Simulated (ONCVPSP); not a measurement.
## Before and after: ONCV potential for hafnium (Hf)

ONCVPSP 4.0.1 input, shortened (lines: element, Z, core and valence counts, functional; n l f; lmax; l rc ep ncon nbas qcut; lloc lpopt rc5 dvloc0; l nproj debl; icmod fcfact rcfact), PBE, scalar-relativistic:

```
  Hf 72.00   11    3        4      upf
    1    0    2.00
    2    0    2.00
    2    1    6.00
    3    0    2.00
    3    1    6.00
    3    2   10.00
    4    0    2.00
    4    1    6.00
    4    2   10.00
    4    3   14.00
    5    0    2.00
    5    1    6.00
    5    2    2.00
    6    0    2.00
    2
    0    2.90    0.00    4    8    2.00
    1    1.25    0.00    5    9    6.50
    2    3.25    0.00    4    8    5.50
    4    4    0.90    0.00
    0    2    0.50
    1    2    2.20
    2    1    0.40
    0    0.00    0.00
```

All-electron outer shells of the reference configuration (PBE, scalar-relativistic, ld1.x):

| shell | level (eV) | outermost node (bohr) | outermost maximum (bohr) |
| --- | --- | --- | --- |
| 5p | -35.57 | 0.60 | 1.16 |
| 4f | -16.83 | – | 0.45 |
| 6s | -5.11 | 1.37 | 2.89 |
| 5d | -2.69 | 0.67 | 1.69 |

Change: core correction Teter function, fcfact 3.75, rcfact 1.55.

Cutoffs: the cutoffs (Ha) at which the residual kinetic energy of the hardest occupied pseudo-wave falls to 1 and 0.1 mHa per electron; they do not see the model core or the augmentation charge, which bear on the density cutoff. Errors are all-electron minus pseudo energies relative to the spin-unpolarised reference configuration.

Question: Predict the effect on cutoff, ghosts and configuration errors.

Answer: The potential gets neither clearly harder nor softer (68 Ha and 146 Ha → 68 Ha and 146 Ha); both files keep a bound ghost (s); of the 3 tests that both files solve, the error grows in 3 and shrinks in 0 by more than 15 % and 0.3 meV (median size 7.9 → 28.0 meV). A model core, the more so a compact one, raises the density cutoff, which this test does not measure.

```csv
quantity,base,changed
"cutoff, loose",68 Ha,68 Ha
"cutoff, tight",146 Ha,146 Ha
bound ghosts,s,s
GHOST(+) flags under 300 eV,"s at 18.9 eV, d at 180.8 eV, p at 233.0 eV","s at 18.9 eV, d at 180.8 eV, p at 233.0 eV"
tests with a reliable result,3 of 4,3 of 4
"error for 5p6 5d2 6s1, meV [ΔE 7.98 eV]",-1.6,-7.5
"error for 5p6 5d2 6s0, meV [ΔE 22.16 eV]",+7.9,-41
"error for 5p6 5d2 6s0 6p2, meV [ΔE 7.86 eV]",-9.5,-28
s: phases at 2.94 bohr within 0.05 rad from the reference energy up to (Ha; the scan ends near 5),1.9,1.9
p: phases at 1.27 bohr within 0.05 rad from the reference energy up to (Ha; the scan ends near 5),to the end of the scan,to the end of the scan
d: phases at 3.30 bohr within 0.05 rad from the reference energy up to (Ha; the scan ends near 5),0.5,0.5
```

 A true bound ghost makes a file unfit for plane-wave use even where its test errors are small: the radial tests pick states by their node count and pass the ghost by.
